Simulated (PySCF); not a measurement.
## Si2H8N2

Si2H8N2 is a small molecule, neutral, singlet. The structure, one conformer, was relaxed in the gas phase by PBE0-D3(BJ)/def2-SVP. No frequency run checks that it is a minimum.

SMILES: NN([SiH3])[SiH3]

Coordinates in Å:
```
Si1    -0.815    1.390    0.043
N2     -0.074   -0.190   -0.015
Si3     1.605   -0.669   -0.078
N4     -0.915   -1.336    0.019
H5      0.255    2.428   -0.006
H6     -1.758    1.567   -1.109
H7     -1.627    1.543    1.293
H8      1.895   -1.478   -1.301
H9      2.419    0.585   -0.107
H10     1.986   -1.478    1.120
H11    -1.478   -1.341    0.870
H12    -1.553   -1.332   -0.778
```

Shieldings: GIAO PBE0/pcSseg-2. Shifts are against computed references at the same level: H TMS (σ 31.24 ppm), Si TMS (σ 341.3 ppm). Core levels by delta-SCF with SCAN, pcX-2 on the ionised atom and pcseg-1 elsewhere, spin-free X2C (2p3/2 is the spin-free 2p value less a third of a first-order spin-orbit splitting); from the vacuum level, for chosen atoms.

**Question.** Give the NMR and core-level values of the distinct atoms.

**Answer.** 
```tsv
atoms	bonded to	σ (ppm)	δ (ppm)	core level (eV)
Si1	1 N + 3 H	388.0	-46.8	2p3/2 107.05
N2	1 N + 2 Si	224.5	-	1s 404.69
Si3	1 N + 3 H	390.5	-49.2	2p3/2 106.88
N4	1 N + 2 H	190.8	-	1s 406.02
H5 H6 H7	1 Si	26.49	4.75	-
H8 H9 H10	1 Si	26.53	4.72	-
H11 H12	1 N	28.67	2.57	-
```

Values are those of this one static structure, with the three H of a rotating XH3 group averaged; atoms that internal rotation interchanges would show their mean in an NMR spectrum.

**Question.** By CAM-B3LYP/def2-SVPD (TDDFT singlets, Tamm-Dancoff triplets, ionisation by delta-SCF), where does absorption start, and what does vertical ionisation take?

**Answer.** The lowest singlet lies at 6.08 eV (f 0.001), the strongest of the first 6 at 7.38 eV (f 0.063), the lowest triplet at 5.85 eV; vertical ionisation takes 9.24 eV.
